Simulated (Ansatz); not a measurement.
Harmonic frequencies (cm⁻¹) at PBE0-D4/def2-TZVP from Ansatz: 71, 123, 206, 242, 422, 507, 577, 772, 835, 903, 955, 1016, 1025, 1050, 1070, 1117, 1212, 1325, 1447, 1456, 1673, 2608, 3125, 3130, 3139, 3210, 3222.

Each molecule was computed in one conformer, which needn't be the lowest.

Problem. Which molecule is it?
A. `C=CBCI`
B. `[NH2][Ga]1[O][SiH2][SiH2]1`
C. `N[SiH]([GaH2])BF`
D. `NCS[SiH3]`

Solution. A.
